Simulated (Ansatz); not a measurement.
Reaction (formal exchange of groups at a C–Si bond): `NC(=O)[SiH2]F` + propane → `CCCC(N)=O` + `F[SiH3]`

Calculated with Ansatz (gas phase, PBE0-D4/def2-TZVP geometries, no zero-point term in ΔE). CCSD(T)/CBS adds triple-zeta CCSD(T) − MP2 to the extrapolated MP2 energy (def2 sets, frozen cores). This one scheme is used for every species. Functionals use def2-TZVPP. Each species was taken in one conformer, which may not be the lowest.

CCSD(T)/CBS gives +6.0 kJ/mol.

(1) Another level gave +9.7 kJ/mol. Which?
A. revPBE/def2-TZVPP
B. PBE0/def2-TZVPP
C. revPBE-D4/def2-TZVPP
D. CCSD(T)/def2-TZVPP

Largest T1 diagnostic among the species: 0.015.

Results:

(1) B. PBE0 9.7, revPBE-D4 17.1, CCSD(T)/def2-TZVPP 3.7, revPBE 21.2 kJ/mol.

From r2SCAN to r2SCAN0 (25 % exact exchange), in def2-TZVPP and without D4, ΔE moves by −5.7 kJ/mol. Leaving LDA and LC-ωPBE aside and taking each functional with its dispersion term where it has one, the values, not all of them listed here, spread over 16.5 kJ/mol, from PBE-QIDH to BLYP-D4. LDA lies −9.5 kJ/mol from PBE without D4. At CCSD(T), def2-SVP lies −8.9 kJ/mol from the extrapolated value and def2-TZVPP −2.3 kJ/mol.
